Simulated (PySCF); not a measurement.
Compound: H10NPSi3.
Cartesian coordinates in Å at the PBE0-D3(BJ)/def2-SVP level; atoms count from 1:
```
atom  x, y, z in Å
Si1    2.9815    0.8998   -0.3047
N2     1.7589   -0.2839    0.0724
Si3    0.0590   -0.2472   -0.2815
P4    -1.1333   -0.6951    1.5879
Si5   -3.1505   -0.6894    0.5681
H6     2.2940    2.2034   -0.5388
H7     3.7833    0.5652   -1.5247
H8     3.9357    1.0205    0.8399
H9     2.0940   -1.1331    0.5219
H10   -0.2329    1.1026   -0.8480
H11   -0.3605   -1.2885   -1.2749
H12   -1.2017    0.6614    2.0314
H13   -4.2011   -0.4231    1.5954
H14   -3.2724    0.3268   -0.5247
H15   -3.3645   -2.0453   -0.0190
```

Level: PBE0/pcSseg-1 in PySCF, non-relativistic, on one gas-phase PBE0-D3(BJ)/def2-SVP geometry that isn't relaxed in the solvent. The solvent is an IEF-PCM continuum (Bondi radii, 1.10 Å for H, scaled by 1.2). Specific hydrogen bonds and non-electrostatic terms are outside this model.

```tsv
run	E − E(gas) (kJ/mol)	HOMO (eV)	HOMO–LUMO gap (eV)	dipole (D)
gas	0.00	-7.29	7.14	0.42
P	-9.63	-7.18	7.22	0.54
Q	-11.21	-7.17	7.23	0.57
```

Q: The runs were made in acetonitrile and dichloromethane. Which run belongs to which solvent?

A: P = dichloromethane, Q = acetonitrile. The dielectric constants are 8.93 (dichloromethane), 35.69 (acetonitrile), and the energy falls further as ε rises. In this model the ground state sees the solvent through ε alone.

Q: How constant is the ratio of the lowering to (ε − 1)/(2ε + 1)?

A: 
```json
{"solvent": "dichloromethane", "(ε − 1)/(2ε + 1)": "0.420", "E − E(gas) (kJ/mol)": "-9.63", "ratio (kJ/mol)": "-22.9", "polarisation term (kJ/mol)": "-10.64"}
{"solvent": "acetonitrile", "(ε − 1)/(2ε + 1)": "0.479", "E − E(gas) (kJ/mol)": "-11.21", "ratio (kJ/mol)": "-23.4", "polarisation term (kJ/mol)": "-12.58"}
```

The ratio changes by +2.1 % in size from dichloromethane to acetonitrile. The polarisation term is half the interaction of the solute with the induced surface charges.
